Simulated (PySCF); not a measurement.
C3H5ClOSi, SMILES C1O[Si@H](Cl)CC=1. Atoms are numbered in the order given.

```xyz
11

Cl     1.8806    -0.0298    -0.9406
Si     0.4753    -0.0818     0.5823
C     -0.8878    -1.3540     0.2816
C     -2.0434    -0.4285    -0.0508
C     -1.7879     0.8825     0.0825
O     -0.5356     1.2807     0.4916
H      1.2107    -0.0806     1.8641
H     -1.0887    -1.9687     1.1779
H     -0.6459    -2.0508    -0.5379
H     -3.0175    -0.7981    -0.3765
H     -2.4836     1.7041    -0.1018
```
Charge 0, spin multiplicity 1.

The structure is a stationary point at B3LYP-D3(BJ)/def2-SVP. The structure was generated by enumeration; whether it is a known compound was not checked. The values are those of a single conformer.

Two levels are set side by side: PBE/pcSseg-1 (PySCF) and PBE0/pcSseg-1 (PySCF). GIAO shifts against H2O (¹⁷O), HCl (³⁵Cl), TMS (²⁹Si), TMS (¹H), TMS (¹³C) at the same level; non-relativistic, no solvent, atoms listed together averaged. Without spin–orbit terms, shifts of atoms bonded to Cl or Br come out too high at both levels. Differences are taken from unrounded values.

| quantity | PBE |
|---|---|
| δ(³⁵Cl) of Cl1 (ppm) | 96.2 |
| δ(²⁹Si) of Si2 (ppm) | 35.2 |
| δ(¹³C) of C3 (ppm) | 23.7 |
| δ(¹³C) of C4 (ppm) | 108.6 |
| δ(¹³C) of C5 (ppm) | 157.8 |
| δ(¹⁷O) of O6 (ppm) | 174.4 |
| δ(¹H) of H7 (ppm) | 6.27 |
| δ(¹H) of H10 (ppm) | 5.58 |
| δ(¹H) of H11 (ppm) | 6.92 |

Q: These are the PBE values. What does PBE0 give? (The exact figures need the calculation; the answer reports its results.)

A: 
```
quantity               PBE0  PBE minus PBE0
--------------------  -----  --------------
δ(³⁵Cl) of Cl1 (ppm)   73.9            22.3
δ(²⁹Si) of Si2 (ppm)   33.1             2.1
δ(¹³C) of C3 (ppm)     21.3             2.3
δ(¹³C) of C4 (ppm)    110.4            -1.7
δ(¹³C) of C5 (ppm)    160.0            -2.3
δ(¹⁷O) of O6 (ppm)    154.6            19.7
δ(¹H) of H7 (ppm)      6.01            0.26
δ(¹H) of H10 (ppm)     5.64           -0.06
δ(¹H) of H11 (ppm)     6.96           -0.04
```

Rough cost on one machine, each run with all the roots and properties that it gave: PBE0 against PBE within a factor of 2.
